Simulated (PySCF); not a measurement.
**A search over the determinants of CoBr**

Unrestricted PBE0; Co def2-TZVPPD, Br def2-TZVPPD; no relativity (PySCF 2.14). Outer shells of the fragments: Co 3d7 4s2; Br 3d10 4s2 4p5.

Followed along the bond (rough minima from three points):

```csv
2Ms+1,unpaired,⟨S²⟩ at the start,R at minimum (Å),Te (eV)
3,"π ↑, δ ↑",2.02,2.24,0.00
3,"σ ↑, δ ↑",2.01,2.27,0.06
3,π ↑↑,2.02,2.24,0.31
5,"σ ↑, π ↑↑, δ ↑",6.01,2.31,0.61
5,"σ ↑↑, π ↑, δ ↑",6.00,2.32,0.73
1,"π ↓, δ ↑",1.00,2.19,0.74
```

Solutions found at the starting distance of 2.185 Å, counted from the lowest of them; the search is not exhaustive and high or unbound solutions are not listed, so other states can lie among these:

```json
{"2Ms+1": "3", "unpaired": "π ↑, δ ↑", "term": "mixed", "E (eV)": "0.00", "⟨S²⟩": "2.02", "⟨Lz²⟩": "4.27", "μ (D)": "-4.98"}
{"2Ms+1": "3", "unpaired": "σ ↑, δ ↑", "term": "³Δ", "E (eV)": "0.08", "⟨S²⟩": "2.01", "⟨Lz²⟩": "4.01", "μ (D)": "-5.14"}
{"2Ms+1": "3", "unpaired": "π ↑↑", "term": "³Σ⁻", "E (eV)": "0.31", "⟨S²⟩": "2.02", "⟨Lz²⟩": "0.00", "μ (D)": "-5.07"}
{"2Ms+1": "5", "unpaired": "σ ↑, π ↑↑, δ ↑", "term": "⁵Δ", "E (eV)": "0.66", "⟨S²⟩": "6.01", "⟨Lz²⟩": "4.00", "μ (D)": "-1.33"}
{"2Ms+1": "1", "unpaired": "π ↓, δ ↑", "term": "mixed", "E (eV)": "0.72", "⟨S²⟩": "1.00", "⟨Lz²⟩": "4.20", "μ (D)": "-4.94"}
{"2Ms+1": "5", "unpaired": "σ ↑↑, π ↑, δ ↑", "term": "mixed", "E (eV)": "0.80", "⟨S²⟩": "6.00", "⟨Lz²⟩": "5.01", "μ (D)": "-1.54"}
```

A term symbol is given only where ⟨S²⟩ and ⟨Lz²⟩ are close to those of a pure state; real π, δ and φ orbitals otherwise mix terms. A positive dipole means Co(−)Br(+).

Spin–orbit coupling is left out. With d or f electrons several states lie close, and the lowest PBE0 determinant need not be the measured ground state.
